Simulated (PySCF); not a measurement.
Mapped SMILES: `[CH3:1][C:2]#[C:3]/[C:4]([CH3:5])=[CH:6]/[Cl:7]`. Hydrogens are named by the atom that carries them.

One conformer, gas phase, fast rotation and ring inversion assumed for equivalent nuclei, no relativistic terms. Coordinates at the GFN2-xTB level; σ from GIAO-PBE0/pcSseg-1; PySCF 2.14.

Chemical shifts δ = σref − σ; TMS for 13C, all at this level.

Problem. Do the 13C shifts follow the atomic charges (in e)? Tabulate both.

Solution. 
| atoms | hybridisation | δ (ppm) | σ para (ppm) | Hirshfeld | IAO | Mulliken | ESP-fitted |
| --- | --- | --- | --- | --- | --- | --- | --- |
| C6 | sp2 | 137.0 | -199 | -0.04 | -0.18 | -0.03 | -0.48 |
| C4 | sp2 | 129.5 | -207 | +0.00 | -0.00 | -0.47 | +0.65 |
| C2 | sp | 98.0 | -179 | -0.04 | -0.03 | -0.25 | +0.33 |
| C3 | sp | 84.6 | -149 | -0.07 | -0.08 | +0.18 | -0.64 |
| C5 | sp3 | 20.6 | -79 | -0.12 | -0.42 | -0.13 | -0.57 |
| C1 | sp3 | 5.6 | -72 | -0.10 | -0.44 | -0.19 | -0.57 |

Correlation coefficients of δ with charge over these carbons: Hirshfeld +0.90, IAO +0.86, Mulliken -0.13, ESP-fitted +0.54; with the paramagnetic shielding -0.99. With so few points, grouped by hybridisation, these coefficients are fragile. Charge is one influence among several: hybridisation and low-lying excitations act through the paramagnetic term.

Carbons that carry Cl, above all several Cl atoms, come out too deshielded, partly because spin–orbit coupling is missing. Shifts are as computed. Against solution values, carbons near 30 ppm lie about +3 ppm off and those near 130 ppm about +5 ppm; carbons on Cl a further +6 ppm. Of 1211 compounds with measured shifts, 218 miss one by over three times the rms of a fit or turn the order of signals round; such compounds aren't used in these exercises.
